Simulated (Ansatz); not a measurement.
A calculation with Ansatz (development build ahead of 0.2.0).

```yaml
crystal:
  periodic: [false, false, false]
  atoms:
    - { symbol: Ni, position_ang: [0.0, 0.0, 0.0] }
    - { symbol: O, position_ang: [0.0, 0.0, 1.65] }
basis:
  gaussian: { orbitals: def2-SVP }
total_charge: 1
magnetization:
  spin_polarized: true
  initial_magnetization: 3
hamiltonian:
  xc: pbe0
output:
  forces: true
```

The input is written out in the form of the current development build from the run's settings.

The run gave:

```json
{"Converged": "yes", "Total energy": "-1582.54501 hartree", "Spin squared of the determinant": "3.761", "Stability test": "minimum"}
```

Forces (eV/Å):
```
atom     Fx     Fy      Fz
 Ni1  0.000  0.000  -0.002
  O2  0.000  0.000   0.002
```

Caution: other spin multiplicities were not run.
